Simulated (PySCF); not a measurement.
A series of related molecules.

All values: PBE0/pcSseg-1 (PySCF) at GFN2-xTB geometries, gas phase, one conformer each.

Question: Rank by dipole moment, highest first.
A. `[CH3:1][S@@:2](=[O:3])[C@H:4]1[CH2:5][CH:6]=[CH:7][C:8]1=[O:9]` with C1–S2–C4–C5 -174°, S2–C4–C5–C6 104°, C4–C5–C6–C7 8°, C6–C7–C8–O9 174°, S2–C4–C8–C7 -102°
B. `O=C1C=CC[C@@H]1C(Cl)(Cl)Cl`
C. `O=C1C=CC[C@@H]1C(F)(F)F`
D. `[CH3:1][O:2][C@@H:3]1[CH2:4][CH:5]=[CH:6][C:7]1=[O:8]` with C1–O2–C3–C4 -172°

Answer: C (4.56 D), B (4.25 D), A (3.41 D), D (2.80 D).

Question: Rank by the highest Hirshfeld charge on any atom, lowest value first.
A. `O=C1C=CC[C@@H]1C(F)(F)F`
B. `O=C1C=CC[C@@H]1C(Cl)(Cl)Cl`
C. `C[S@]([C@H]1CC=CC1=O)=O`

Answer: B (+0.138 e), A (+0.261 e), C (+0.341 e).

All values together:

```csv
SMILES,formula,μ (D),HOMO (eV),LUMO (eV),lowest IAO charge (e),highest IAO charge (e),lowest Hirshfeld charge (e),highest Hirshfeld charge (e)
O=C1C=CC[C@@H]1C(Cl)(Cl)Cl,C6H5Cl3O,4.25,-7.56,-1.90,-0.391 (O),+0.363 (C),-0.232 (O),+0.138 (C)
CO[C@@H]1CC=CC1=O,C6H8O2,2.80,-6.69,-1.60,-0.413 (O),+0.349 (C),-0.234 (O),+0.143 (C)
C[S@@](=O)[C@H]1CC=CC1=O,C6H8O2S,3.41,-6.68,-1.76,-0.898 (O),+1.090 (S),-0.357 (O),+0.341 (S)
CC(C)O[C@@H]1CC=CC1=O,C8H12O2,2.80,-6.65,-1.58,-0.434 (C),+0.350 (C),-0.235 (O),+0.143 (C)
O=C1C=CC[C@@H]1C(F)(F)F,C6H5F3O,4.56,-7.69,-1.89,-0.392 (O),+0.813 (C),-0.235 (O),+0.261 (C)
```

Conformers: `[CH3:1][O:2][C@@H:3]1[CH2:4][CH:5]=[CH:6][C:7]1=[O:8]` with C1–O2–C3–C4 -172°; `[CH3:1][S@@:2](=[O:3])[C@H:4]1[CH2:5][CH:6]=[CH:7][C:8]1=[O:9]` with C1–S2–C4–C5 -174°, S2–C4–C5–C6 104°, C4–C5–C6–C7 8°, C6–C7–C8–O9 174°, S2–C4–C8–C7 -102°; `[CH3:1][CH:2]([CH3:3])[O:4][C@@H:5]1[CH2:6][CH:7]=[CH:8][C:9]1=[O:10]` with C1–C2–O4–C5 -153°, C2–O4–C5–C6 -169°.
